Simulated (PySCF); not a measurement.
Be(F)(SiH3) (BeFH3Si), SMILES [Be]([SiH3])[F]. Heavy atoms are numbered as in [Be:1]([F:2])[SiH3:3]. Hydrogens are named by the atom that carries them.

The structure is a stationary point at PBE0-D3(BJ)/def2-TZVP.

Method: PySCF with KT2/pcSseg-2.

GIAO shieldings, no solvent; atoms alike by connectivity are averaged. δ = σ(ref) − σ: ¹⁹F against CFCl3 (σ = 125.1 ppm); ²⁹Si against TMS (σ = 351.7 ppm); ¹H against TMS (σ = 31.47 ppm), references at their B3LYP-D3(BJ)/def2-TZVP geometries, non-relativistic.

### Question
Estimate the chemical shifts. (Estimate from the structure and the level; the computed values follow.)

### Answer

| nucleus | atoms | count | δ (ppm) |
|---|---|---|---|
| ¹⁹F | F2 | 1 | -148.2 |
| ²⁹Si | Si3 (SiH3) | 1 | -149.7 |
| ¹H | H on Si3 | 3 | 3.21 |
